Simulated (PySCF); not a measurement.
CHCl2, multiplicity 2. Atoms are numbered in the order given.

```xyz
4

Cl     0.0080    -0.1695    -1.4609
C     -0.0826     0.6753     0.0000
Cl     0.0080    -0.1695     1.4609
H      0.2228     1.7111     0.0000
```
Charge 0, spin multiplicity 2.

Coordinates come from a PBE0-D3(BJ)/def2-TZVP optimisation. The isomer is the one that the SMILES or the coordinates give; other isomers of the formula were not compared.

Level of theory: PySCF 2.14.0 with PBE0-D3(BJ)/def2-TZVP.

Frequencies are harmonic and unscaled.

Computed vibrational spectrum:
| mode | ν (cm⁻¹) | IR (km/mol) | moving atoms (share of kinetic energy) |
|---|---|---|---|
| 1 | 303 | 2.0 | Cl 76 %, C 20 % |
| 2 | 405 | 27.4 | H 62 %, C 27 %, Cl 11 % |
| 3 | 773 | 10.9 | C 59 %, Cl 30 %, H 10 % |
| 4 | 923 | 158.8 | C 72 %, Cl 21 % |
| 5 | 1238 | 40.9 | H 89 %, C 10 % |
| 6 | 3241 | 0.5 | H 92 %, C 8 % |
